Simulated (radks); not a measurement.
Values are calculated unless marked as measured or tabulated.
All-electron atom: the cobalt ion Co4+ in [Ar] 3d5.

Level of theory: scalar-relativistic Kohn-Sham, LDA (Slater exchange, Perdew-Wang correlation), spin-unpolarised, spherical densities, finite nucleus; Fermi nuclear charge, rms radius 3.7875 fm (a radial shooting solver on a logarithmic mesh with Libxc functionals).

Energy parts (eV):
total: -37726.632
kinetic: 38201.111
electron-nucleus: -89037.800
Hartree: 14609.072
exchange-correlation: -1499.015

Orbitals (lengths in bohr, moments of r in powers of bohr; r(90%) holds 90 % of the orbital's charge):
1s: occ. 2; eigenvalue (eV) -7639.251; r(90%) 0.101
2s: occ. 2; eigenvalue (eV) -960.5339; r(90%) 0.397
2p: occ. 6; eigenvalue (eV) -832.8200; r(90%) 0.369
3s: occ. 2; eigenvalue (eV) -162.1234; r(90%) 1.14
3p: occ. 6; eigenvalue (eV) -125.2738; r(90%) 1.21
3d: occ. 5; eigenvalue (eV) -66.2560; r(90%) 1.45

The highest occupied level is 3d at -66.256 eV. Summed over all electrons, <r^2> = 11.06 bohr^2, which gives a Langevin (diamagnetic) susceptibility term of -8.76 x 10^-6 cm^3/mol. For comparison, the ionisation energy in NIST's Atomic Spectra Database is 79.5 eV (semi-empirical). In exact Kohn-Sham theory the highest level is minus the ionisation energy, but local and semilocal functionals leave it too shallow, through self-interaction and a potential that decays too fast; potentials with the right tail come closer. The density falls to 0.001 e/bohr^3 at r = 2.48 bohr. The electron density at the nucleus is 1.727e+04 e/bohr^3 (large components only).

Beside tabulated values, note that spin-unpolarised runs miss the spin-polarisation part of the exchange energy of open shells.
